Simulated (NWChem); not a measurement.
System: SiH2F2; SMILES F[SiH2]F

NWChem input:

```
start job
memory heap 200 mb stack 900 mb global 1100 mb
geometry units angstroms noautoz
  Si     0.000000     0.000000     0.432824
  F      1.315072     0.000000    -0.524469
  F     -1.315072     0.000000    -0.524469
  H      0.000000     1.257849     1.238243
  H      0.000000    -1.257849     1.238243
end
basis spherical
  Si library def2-svp
  F library def2-svp
  H library def2-svp
end
dft
  xc xcamb88 1.00 lyp 0.81 vwn_5 0.19 hfexch 1.00
  cam 0.33 cam_alpha 0.19 cam_beta 0.46
  iterations 150
end
tddft
  cis
  nroots 6
  notriplet
end
task tddft energy
```

Output (shortened):

```
             Northwest Computational Chemistry Package (NWChem) 7.3.0
             --------------------------------------------------------

 C2V symmetry detected

                             Geometry "geometry" -> ""
                             -------------------------

 Output coordinates in angstroms (scale by  1.889725989 to convert to a.u.)

  No.       Tag          Charge          X              Y              Z
 ---- ---------------- ---------- -------------- -------------- --------------
    1 Si                  14.0000     0.00000000     0.00000000     0.45942459
    2 F                    9.0000     1.31507200     0.00000000    -0.49786841
    3 F                    9.0000    -1.31507200     0.00000000    -0.49786841
    4 H                    1.0000     0.00000000     1.25784900     1.26484359
    5 H                    1.0000     0.00000000    -1.25784900     1.26484359

 Effective nuclear repulsion energy (a.u.)     115.9293447940

      Symmetry information
      --------------------

 Group name             C2v
 Group number             16
 Group order               4
 No. of unique centers     3

                                 NWChem DFT Module
                                 -----------------

 Summary of "ao basis" -> "ao basis" (spherical)
 ------------------------------------------------------------------------------
       Tag                 Description            Shells   Functions and Types
 ---------------- ------------------------------  ------  ---------------------
 Si                         def2-svp                 8       18   4s3p1d
 F                          def2-svp                 6       14   3s2p1d
 H                          def2-svp                 3        5   2s1p

      Symmetry analysis of basis
      --------------------------

        a1         23
        a2          6
        b1         15
        b2         12

            General Information
            -------------------
          SCF calculation type: DFT
          Wavefunction type:  closed shell.
          No. of atoms     :     5
          No. of electrons :    34
           Alpha electrons :    17
            Beta electrons :    17
          Charge           :     0
          Spin multiplicity:     1
          Use of symmetry is: off; symmetry adaption is: on
          Maximum number of iterations: 150
          AO basis - number of functions:    56
                     number of shells:    26
          Convergence on energy requested:  1.00D-06
          Convergence on density requested:  1.00D-05
          Convergence on gradient requested:  5.00D-04

              XC Information
              --------------
                     Hartree-Fock (Exact) Exchange  1.000
                   CAM-Becke88 Exchange Functional  1.000
                      VWN V Correlation Functional  0.190 local
              Lee-Yang-Parr Correlation Functional  0.810

           Range-Separation Parameters
           ---------------------------
           Alpha           :  0.19
           Beta            :  0.46
           Gamma           :  0.33
           Short-Range HF  :     F

             Grid Information
             ----------------
          Grid used for XC integration:  medium
          Radial quadrature: Mura-Knowles
          Angular quadrature: Lebedev.
          Tag              B.-S. Rad. Rad. Pts. Rad. Cut. Ang. Pts.
          ---              ---------- --------- --------- ---------
          Si                  1.10       88           7.0       590
          F                   0.50       49           8.0       434
          H                   0.35       45           8.0       434
          Grid pruning is: on
          Number of quadrature shells:   276
          Spatial weights used:  Erf1

      Superposition of Atomic Density Guess
      -------------------------------------

 Sum of atomic energies:        -488.32212508

      Non-variational initial energy
      ------------------------------

 Total energy =    -488.688304
 1-e energy   =    -910.199597
 2-e energy   =     305.581949
 HOMO         =      -0.402131
 LUMO         =       0.085456

      Symmetry analysis of molecular orbitals - initial
      -------------------------------------------------

  Numbering of irreducible representations:

     1 a1          2 a2          3 b1          4 b2

  Orbital symmetries:

     1 a1          2 a1          3 b1          4 a1          5 b1
     6 a1          7 b2          8 a1          9 b1         10 a1
    11 b1         12 a1         13 b2         14 a2         15 b1
    16 a1         17 b2         18 b1         19 a1         20 a1
    21 b2         22 a1         23 b2         24 a1         25 b1
    26 a2         27 b2

 !! scf_movecs_sym_adapt:    2 vectors were symmetry contaminated

  Symmetry fudging

   convergence    iter        energy       DeltaE   RMS-Dens  Diis-err
 ---------------- ----- ----------------- --------- --------- ---------
 d= 0,ls=0.0,diis     1   -490.1222737657 -6.06D+02  1.92D-02  6.76D-01
 d= 0,ls=0.0,diis     2   -490.1241117427 -1.84D-03  8.12D-03  9.29D-01
 d= 0,ls=0.0,diis     3   -490.1980213719 -7.39D-02  1.02D-03  5.98D-03
 d= 0,ls=0.0,diis     4   -490.1985079213 -4.87D-04  2.00D-04  2.04D-04
 d= 0,ls=0.0,diis     5   -490.1985284160 -2.05D-05  3.76D-05  1.23D-06
 d= 0,ls=0.0,diis     6   -490.1985287368 -3.21D-07  4.78D-06  2.47D-08

         Total DFT energy =     -490.198528736767
      One electron energy =     -911.507169310852
           Coulomb energy =      347.990111438475
    Exchange-Corr. energy =      -42.610815658403
 Nuclear repulsion energy =      115.929344794012

 Numeric. integr. density =       33.999998023150

                  Occupations of the irreducible representations
                  ----------------------------------------------

                     irrep           alpha         beta
                     --------     --------     --------
                     a1                8.0          8.0
                     a2                1.0          1.0
                     b1                5.0          5.0
                     b2                3.0          3.0

                       DFT Final Molecular Orbital Analysis
                       ------------------------------------

 Vector   15  Occ=2.000000D+00  E=-4.881217D-01  Symmetry=b1
              MO Center=  2.9D-09,  5.7D-12, -4.5D-01, r^2= 2.2D+00
   Bfn.  Coefficient  Atom+Function         Bfn.  Coefficient  Atom+Function
  ----- ------------  ---------------      ----- ------------  ---------------
    22      0.367149  2 F  px                36      0.367149  3 F  px
    24      0.299385  2 F  pz                38     -0.299385  3 F  pz
    25     -0.247742  2 F  px                39     -0.247742  3 F  px
    27     -0.212934  2 F  pz                41      0.212934  3 F  pz
    11     -0.088287  1 Si px                17      0.056537  1 Si d  1

 Vector   16  Occ=2.000000D+00  E=-4.813080D-01  Symmetry=a1
              MO Center= -2.7D-09,  3.2D-09,  1.8D-01, r^2= 2.7D+00
   Bfn.  Coefficient  Atom+Function         Bfn.  Coefficient  Atom+Function
  ----- ------------  ---------------      ----- ------------  ---------------
    24      0.370138  2 F  pz                38      0.370138  3 F  pz
    27     -0.250979  2 F  pz                41     -0.250979  3 F  pz
    47      0.197454  4 H  s                 52      0.197454  5 H  s
    10      0.171138  1 Si pz                 3      0.151811  1 Si s
     4      0.118350  1 Si s                  2      0.105946  1 Si s

[...]

                                NWChem TDDFT Module
                                -------------------

            General Information
            -------------------
           No. of orbitals :     112
            Alpha orbitals :      56
             Beta orbitals :      56
        Alpha frozen cores :       0
         Beta frozen cores :       0
     Alpha frozen virtuals :       0
      Beta frozen virtuals :       0
         Spin multiplicity :       1
    Number of AO functions :      56
        Use of symmetry is : off
      Symmetry adaption is : on
         Schwarz screening :  0.10D-07

              XC Information
              --------------
              Hartree-Fock (Exact) Exchange   1.00
            CAM-Becke88 Exchange Functional   1.00
               VWN V Correlation Functional   0.19 local
       Lee-Yang-Parr Correlation Functional   0.81
           Alpha           :  0.19
           Beta            :  0.46
           Gamma           :  0.33

             TDDFT Information
             -----------------
          Calculation type : Tamm-Dancoff TDDFT
         Wavefunction type : Restricted singlets
          No. of electrons :      34
           Alpha electrons :      17
            Beta electrons :      17
              No. of roots :       6
          Max subspacesize :    5200
            Max iterations :     100
               Target root :       1
           Target symmetry : none
      Symmetry restriction : off
                 Algorithm : Optimal
        Davidson threshold :  0.10D-03

    6 smallest eigenvalue differences (eV)
--------------------------------------------------------
  No. Spin  Occ  Vir  Irrep   E(Occ)    E(Vir)   E(Diff)
--------------------------------------------------------
    1    1   17   18 a2       -0.414     0.069    13.147
    2    1   17   19 b2       -0.414     0.086    13.611
    3    1   17   20 b2       -0.414     0.116    14.413
    4    1   16   18 b1       -0.481     0.069    14.977
    5    1   15   18 a1       -0.488     0.069    15.162
    6    1   16   19 a1       -0.481     0.086    15.441
--------------------------------------------------------

  Entering Davidson iterations
  Restricted singlet excited states

  Iter   NTrls   NConv    DeltaV     DeltaE      Time
  ----  ------  ------  ---------  ---------  ---------
    1      6       0     0.15E+00   0.10+100        4.4
    2     12       0     0.61E-01   0.16E-01        4.4
    3     18       0     0.32E-01   0.71E-02        4.4
    4     24       0     0.24E-01   0.34E-02        4.5
    5     30       0     0.23E-01   0.22E-02        4.4
    6     36       2     0.62E-02   0.67E-03        4.4
    7     40       2     0.24E-02   0.52E-04        3.9
    8     44       3     0.49E-03   0.46E-05        3.9
    9     47       3     0.22E-03   0.25E-06        3.7
   10     50       6     0.84E-04   0.27E-07        3.6
  ----  ------  ------  ---------  ---------  ---------
  Convergence criterion met

  Ground state a1       -490.198528736767 a.u.

  ----------------------------------------------------------------------------
  Root   1 singlet a2             0.330007872 a.u.                8.9800 eV
  ----------------------------------------------------------------------------
     Transition Moments    X  0.00000   Y -0.00000   Z  0.00000
     Dipole Oscillator Strength                    0.0000000000
     Electric Quadrupole                           0.0000002738
     Magnetic Dipole                               0.0000065544
     Total Oscillator Strength                     0.0000068282

     Occ.   14  a2  ---  Virt.   20  a1       0.05287
     Occ.   17  b2  ---  Virt.   18  b1       0.99623
  ----------------------------------------------------------------------------
  Root   2 singlet b2             0.350119808 a.u.                9.5272 eV
  ----------------------------------------------------------------------------
     Transition Moments    X -0.00000   Y -0.33495   Z  0.00000
     Dipole Oscillator Strength                    0.0261874603
     Electric Quadrupole                           0.0000000041
     Magnetic Dipole                               0.0000085237
     Total Oscillator Strength                     0.0261959881

     Occ.   13  b2  ---  Virt.   19  a1      -0.08213
     Occ.   14  a2  ---  Virt.   18  b1       0.05842
     Occ.   17  b2  ---  Virt.   19  a1      -0.98081
     Occ.   17  b2  ---  Virt.   20  a1       0.13614
  ----------------------------------------------------------------------------
  Root   3 singlet b1             0.402604616 a.u.               10.9554 eV
  ----------------------------------------------------------------------------
     Transition Moments    X -0.34339   Y -0.00000   Z -0.00000
     Dipole Oscillator Strength                    0.0316498565
     Electric Quadrupole                           0.0000000485
     Magnetic Dipole                               0.0000083392
     Total Oscillator Strength                     0.0316582442

     Occ.   12  a1  ---  Virt.   18  b1       0.08899
     Occ.   15  b1  ---  Virt.   19  a1      -0.53219
     Occ.   15  b1  ---  Virt.   20  a1       0.24926
     Occ.   15  b1  ---  Virt.   22  a1       0.05007
     Occ.   16  a1  ---  Virt.   18  b1       0.79654
  ----------------------------------------------------------------------------
  Root   4 singlet a1             0.410334547 a.u.               11.1658 eV
  ----------------------------------------------------------------------------
     Transition Moments    X  0.00000   Y -0.00000   Z -0.12187
     Dipole Oscillator Strength                    0.0040630398
     Electric Quadrupole                           0.0000003523
     Magnetic Dipole                               0.0000000000
     Total Oscillator Strength                     0.0040633921

     Occ.   11  b1  ---  Virt.   18  b1       0.08439
     Occ.   12  a1  ---  Virt.   19  a1       0.11134
     Occ.   12  a1  ---  Virt.   20  a1      -0.12087
     Occ.   15  b1  ---  Virt.   18  b1      -0.94858
     Occ.   16  a1  ---  Virt.   19  a1      -0.06903
     Occ.   17  b2  ---  Virt.   21  b2       0.21920
  ----------------------------------------------------------------------------
  Root   5 singlet b2             0.414939629 a.u.               11.2911 eV
  ----------------------------------------------------------------------------
     Transition Moments    X  0.00000   Y -1.10455   Z  0.00000
     Dipole Oscillator Strength                    0.3374920802
     Electric Quadrupole                           0.0000021449
     Magnetic Dipole                               0.0000009311
     Total Oscillator Strength                     0.3374951562

     Occ.   13  b2  ---  Virt.   19  a1      -0.07780
     Occ.   13  b2  ---  Virt.   20  a1      -0.12412
     Occ.   13  b2  ---  Virt.   22  a1      -0.05386
     Occ.   14  a2  ---  Virt.   18  b1      -0.80425
     Occ.   16  a1  ---  Virt.   21  b2       0.05581
     Occ.   17  b2  ---  Virt.   19  a1      -0.12152
     Occ.   17  b2  ---  Virt.   20  a1      -0.54773
     Occ.   17  b2  ---  Virt.   22  a1       0.06096
  ----------------------------------------------------------------------------
  Root   6 singlet b2             0.420302352 a.u.               11.4370 eV
  ----------------------------------------------------------------------------
     Transition Moments    X  0.00000   Y  1.14810   Z -0.00000
     Dipole Oscillator Strength                    0.3693453610
     Electric Quadrupole                           0.0000055721
     Magnetic Dipole                               0.0000019566
     Total Oscillator Strength                     0.3693528897

     Occ.   14  a2  ---  Virt.   18  b1      -0.56668
     Occ.   16  a1  ---  Virt.   21  b2      -0.05667
     Occ.   17  b2  ---  Virt.   19  a1       0.07416
     Occ.   17  b2  ---  Virt.   20  a1       0.79146
     Occ.   17  b2  ---  Virt.   22  a1      -0.19154

              Target root =      1
          Target symmetry = none
      Ground state energy =   -490.198528736767
        Excitation energy =      0.330007871692
     Excited state energy =   -489.868520865075

  stored tddft:energy   -489.86852086507469
```

Level: CAM-B3LYP/def2-SVP, TDA. The geometry was optimised at PBE-D3(BJ)/def2-SVP.
